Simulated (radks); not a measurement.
Effect of the nuclear size on the germanium ion Ge3+, [Ar] 3d10 4s1. Method: Dirac Kohn-Sham, exchange-only LDA, spin-unpolarised, spherical densities, finite nucleus; Fermi nuclear charge, rms radius 4.0742 fm; computed with a radial shooting solver on a logarithmic mesh with Libxc functionals. The rms radius is varied about that value; shifts are against it.

rms radius (fm)  total energy shift (eV)  density at nucleus (e/bohr^3)  1s1/2 shift (meV)  2s1/2 shift (meV)  3s1/2 shift (meV)  3p1/2 shift (meV)  4s1/2 shift (meV)
3.4875                           -0.0904                      3.186e+04              -38.5              -3.75             -0.567              0.048             -0.058
3.8053                           -0.0431                      3.169e+04              -18.3              -1.79             -0.270              0.023             -0.028
4.0742                                 0                      3.155e+04              0.000              0.000              0.000              0.000              0.000
4.3838                            0.0530                       3.14e+04               22.5               2.20              0.332             -0.028              0.034
5.0439                             0.178                      3.113e+04               75.7               7.39               1.12             -0.095              0.115

Slopes of the eigenvalues against <r^2> in GHz/fm^2, as finite differences over the two radii next to the reference (eigenvalue slopes, not the field-shift constants of lines): 1s1/2 2090, 2s1/2 203, 3s1/2 30.7, 3p1/2 -2.61, 4s1/2 3.17.
